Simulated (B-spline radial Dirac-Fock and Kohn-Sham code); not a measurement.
Elastic and transport cross sections of mercury for electrons

Model: relativistic (Dirac) partial waves in the static field of the Dirac-Fock atom with Furness-McCarthy exchange, without polarisation or absorption potentials. Program: a radial B-spline solver. Below a few hundred eV the neglected polarisation potential matters, most of all at small angles. σ_tr1 and σ_tr2 weight the cross section with 1 − P₁ and 1 − P₂ of cos θ; "backward" is the share scattered beyond 90°.

```
energy (eV)  σ (a₀²)  σ_tr1 (a₀²)  σ_tr2 (a₀²)  σ/σ_tr1  backward (%)
         50     32.4         18.4         20.9     1.77            28
       65.7     34.4         14.0         19.0     2.46            19
       81.5     34.0         10.4         16.2     3.26            12
        100     32.9         7.70         13.5     4.27           7.1
        114        ?            ?            ?        ?             ?
        123     31.1         5.70         10.9     5.46           3.8
        142     29.6         4.74         9.28     6.26           2.6
        144     29.5         4.66         9.14     6.33           2.5
        200     25.0         3.62         6.70     6.91           2.6
        211     24.2         3.56         6.47     6.79           3.0
        227     23.0         3.52         6.22     6.55           3.5
        267     20.6         3.53         5.85     5.83           5.1
        300     18.9         3.57         5.66     5.28           6.5
        334     17.4         3.62         5.48     4.82           7.7
        444     14.3         3.62         4.84     3.95            10
        500     13.2         3.55         4.48     3.73            11
        640     11.5         3.27         3.65     3.51            12
        798     10.3         2.91         2.92     3.53            12
```

Question: Fill in the row for 114 eV.

Answer: σ = 31.8 a₀², σ_tr1 = 6.35 a₀², σ_tr2 = 11.8 a₀², σ/σ_tr1 = 5.02, backward 4.8 %. The ratio σ/σ_tr1 is roughly the number of elastic collisions that randomise the direction.

Values without a named source are computed, but for edge energies of neutral atoms, which are taken from tables.
